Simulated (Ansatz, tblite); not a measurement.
Removing and adding an electron: the cluster Te₅Pb₆. Charge 0, multiplicity 1. Geometry: PBE-D4/def2-SVP. Ansatz, gas phase; energy differences of separate SCF runs; the oxidised species was run as a doublet alone; the reduced species was run as a doublet alone.

```xyz
11

Pb   -0.230    1.826   -2.351
Pb    2.837   -1.961   -1.451
Pb   -2.604    1.821    0.732
Pb   -1.702   -1.991    1.421
Pb   -0.081   -2.999   -1.340
Pb    1.378    1.066    1.394
Te    2.498    0.995   -1.550
Te   -0.213    3.523    0.159
Te    1.424   -2.259    1.254
Te   -1.993   -0.550   -1.335
Te   -1.315    0.530    3.068
```

In the def2 sets Pb, Te take a core potential; there is no spin–orbit coupling. The xTB rows come from tblite. The structure comes from a short search, and lower isomers may exist.

| level | −HOMO (eV) | vertical IE (eV) | −LUMO (eV) | vertical EA (eV) | HOMO–LUMO gap (eV) | IE − EA (eV) |
| --- | --- | --- | --- | --- | --- | --- |
| GFN1-xTB | 6.89 | 8.81 | 5.35 | 3.59 | 1.55 | 5.22 |
| GFN2-xTB | 7.93 | 9.89 | 6.21 | 4.31 | 1.72 | 5.58 |
| PBE-D4/def2-SVP | 4.19 | 5.92 | 3.12 | 1.59 | 1.07 | 4.33 |

 Raw xTB energy differences between charge states are shifted by several eV; the methods need an empirical correction for them. Sets without diffuse functions give affinities that are too small.
